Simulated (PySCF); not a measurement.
Gas-phase reaction: WCl6 + O → WOCl4 + 2 Cl. Level: ωB97M-V/def2-TZVP†; standard pressure 1 bar.

Method: PySCF energies plus ideal-gas RRHO corrections (1 bar). † marks an energy on the PBE0/def2-TZVP geometry and frequencies. Open shells (unrestricted): O (multiplicity 3, electronic degeneracy 9), Cl (multiplicity 2, electronic degeneracy 6); the rest are closed-shell singlets. Spin-orbit splitting is ignored; it lowers the true energy and changes the entropy of O, Cl. W: scalar-relativistic def2 core potential, no spin-orbit coupling. The harmonic model lacks anharmonicity and excited electronic states, which grow with temperature; levels with a mode under 35 cm⁻¹ are left out. Soft modes under 120 cm⁻¹ make the harmonic entropy rough for WCl6, WOCl4.

```
T (K)  1000/T (1/K)  log10 K
-----  ------------  -------
800          1.2500    14.64
1000         1.0000    13.14
1200         0.8333    12.12
1400         0.7143    11.39
1600         0.6250    10.84
1800         0.5556        ?
```

Q: Fit log10 K = a + b·(1000/T) to the five rows, get the mean ΔH° and ΔS°, and predict log10 K at 1800 K.

A: Means: 1000/T = 0.8845, log10 K = 12.426. Sums of products about the means: Sxy = 1.49525, Sxx = 0.245860, so b = Sxy/Sxx = 6.08 and a = 12.426 − (6.08)×0.8845 = 7.05.
ΔH° = −R ln 10 × 1000 K × b = −19.145 × (6.08) = -116 kJ; ΔS° = R ln 10 × a = 135 J/K. The run's own values go from -115 kJ and 137 J/K at 800 K to -120 kJ and 133 J/K at 1800 K.
Prediction at 1800 K: 7.05 + (6.08)×0.5556 = 10.43. The computed value is 10.41, 0.02 from the line.
For scale, ΔH°(298 K) is -111 kJ at this level, -129 kJ at ωB97X-V/def2-TZVP†, and runs from -236 to -70 kJ over the 17 levels computed.
